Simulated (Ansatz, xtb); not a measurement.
## Worked example: C2H3F + Si(SiH3)F3 → C2H6Si + SiF4

Species: C2H3F `C=CF`, singlet; Si(SiH3)F3, singlet; C2H6Si (vinylsilane) `C=C[SiH3]`, singlet; SiF4 (silicon tetrafluoride) `F[Si](F)(F)F`, singlet. The partners trade F for SiH3: C–F and Si–SiH3 bonds give way to C–SiH3 and Si–F.

Shapes, held fixed at every level: PBE0-D4/def2-TZVP. Programs: Ansatz 0.2.0, xtb 6.7.1. The zero-point and thermal change to 298 K, harmonic and unscaled (PBE0-D4/def2-TZVP), is +0.8 kJ/mol.

At CCSD(T)/CBS estimate; 1 Eh = 2625.50 kJ/mol:

| species | energy (Eh) |
| --- | --- |
| C2H3F | -177.664688 |
| Si(SiH3)F3 | -879.543230 |
| C2H6Si | -368.760771 |
| SiF4 | -688.534523 |

Task: Work out ΔH(298 K) of the reaction at this level.

Result: 
1. Products less reactants: (-368.760771) + (-688.534523) − [(-177.664688) + (-879.543230)] = -0.087376 Eh = -229.4 kJ/mol.
2. With the thermal change: -229.4 + (+0.8) = -228.6 kJ/mol.

Other levels give -242.0 (MP2/def2-TZVPP) to -205.8 kJ/mol (wB97X-V/def2-TZVPP). No measured value is set beside it here. The CBS estimate extrapolates MP2 from def2-TZVPP and def2-QZVPP and adds CCSD(T) − MP2 in the triple-zeta set, cores frozen.
